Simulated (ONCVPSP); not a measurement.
Transferability test, ONCV potential for Cr (Z = 24)

```
Element                 : chromium
Generator               : ONCVPSP 4.0.1
Type                    : optimised norm-conserving Vanderbilt (ONCV)
Functional              : PBE
Relativity              : scalar-relativistic
Frozen core             : [Ar]
Valence charge          : 6
Reference configuration : 3d5 (charge +1)
Partial waves           : s scattering state at 0.23 Ha: rc 2.05 bohr, ncon 4, nbas 7, qcut 2.9 1/bohr, 2 projectors, debl 1.4 Ha; p scattering state at 0.02 Ha: rc 2.05 bohr, ncon 3, nbas 6, qcut 4.8 1/bohr, 2 projectors, debl 2.2 Ha; 3d: rc 1.90 bohr, ncon 3, nbas 7, qcut 10.1 1/bohr, 2 projectors, debl 2 Ha
Local potential         : polynomial inside 1.35 bohr (lpopt 5, dvloc0 0 Ha)
Core correction         : Teter function fitted to the true core (icmod 2), fcfact 0.55
```

In the s channel the program set the typed energies aside and used 0.050, 1.450 Ha.

Energies are relative to the spin-unpolarised reference configuration 3d5; without spin polarisation the order of configurations can differ from experiment.

```csv
valence configuration,charge,ΔE all-electron (eV),error AE − PS (meV)
3d3,+3,46.801,-574
3d5.5 4s0.5,0,-6.179,+14
```

Task: What are ΔE and the potential's error for 3d4?

Result: ΔE = 16.052 eV all-electron; the error (AE − PS) is -92 meV.

Task: What are ΔE and the potential's error for 3d5 4s1?

Result: ΔE = -6.902 eV all-electron; the error (AE − PS) is +23 meV.

Levels in the configuration 3d3:

| level | all-electron (eV) | pseudo (eV) |
| --- | --- | --- |
| 3d | -39.121 | -39.869 |

Note: ghosts flagged at negative energy: p at -25.4 eV; GHOST(+) flagged for s at 9.8 eV. A true bound ghost makes a file unfit for plane-wave use.
